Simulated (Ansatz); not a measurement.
Start from `[OH][Zr]([Cl])([Cl])[Cl]` and change one atom or group to get `[CH3][Zr]([Cl])([Cl])[Cl]`.

Ansatz, PBE0-D4/def2-TZVP geometries, multiplicity 1. Each molecule was computed in one conformer, which needn't be the lowest.

Elements past krypton have def2 core potentials.

| property | `[OH][Zr]([Cl])([Cl])[Cl]` |
| --- | --- |
| HOMO–LUMO gap (PBE/def2-TZVPP) / eV | 5.18 |
| LUMO energy (PBE/def2-TZVPP) / eV | -2.73 |
| HOMO energy (PBE0/def2-TZVPP) / eV | -9.30 |
| size of the dipole moment (ωB97M-V/def2-TZVPP) / D | 2.94 |
| HOMO energy (PBE/def2-TZVPP) / eV | -7.92 |
| LUMO energy (B3LYP/def2-TZVPP) / eV | -2.14 |

What does the change do to each property? (Best estimate.)

Computed: 
```tsv
property	`[CH3][Zr]([Cl])([Cl])[Cl]`	shift
HOMO–LUMO gap (PBE/def2-TZVPP) / eV	4.12	-1.06
LUMO energy (PBE/def2-TZVPP) / eV	-3.06	-0.33
HOMO energy (PBE0/def2-TZVPP) / eV	-8.56	0.74
size of the dipole moment (ωB97M-V/def2-TZVPP) / D	1.23	-1.71
HOMO energy (PBE/def2-TZVPP) / eV	-7.19	0.73
LUMO energy (B3LYP/def2-TZVPP) / eV	-2.42	-0.28
```

With PBE0 the HOMO rises by 0.74 eV and the LUMO falls by 0.29 eV, so the gap narrows by about 1.03 eV. PBE moves the HOMO by 0.73 eV and ωB97M-V by 0.65 eV. The zero-point energy changes by 57.0 kJ/mol with +6 modes. Dipoles are sizes alone; their direction can turn.

B3LYP here is the variant with VWN-RPA as its local correlation; programs differ in this.
